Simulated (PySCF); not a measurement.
# [Hf(Br)4] (charge 0, multiplicity 1)

Level of theory: PBE-D3(BJ)/def2-TZVP // BP86-D3(BJ)/def2-SVP (PySCF).

The HOMO is -7.65 eV and the dipole moment comes out as 0.00 D. The HOMO–LUMO gap is 4.46 eV, the LUMO comes out as -3.20 eV and the charge on the central atom (Mulliken) is 1.04 e. The total energy is -10343.4488 Ha. The cost is very roughly 2.2 core-minutes.

Bond lengths (Å): Hf1–Br2 2.483, Hf1–Br3 2.483, Hf1–Br4 2.483, Hf1–Br5 2.483. Angles (°): Br2–Hf1–Br3 109.5, Br2–Hf1–Br4 109.4, Br2–Hf1–Br5 109.5, Br3–Hf1–Br4 109.5, Br3–Hf1–Br5 109.5, Br4–Hf1–Br5 109.5.
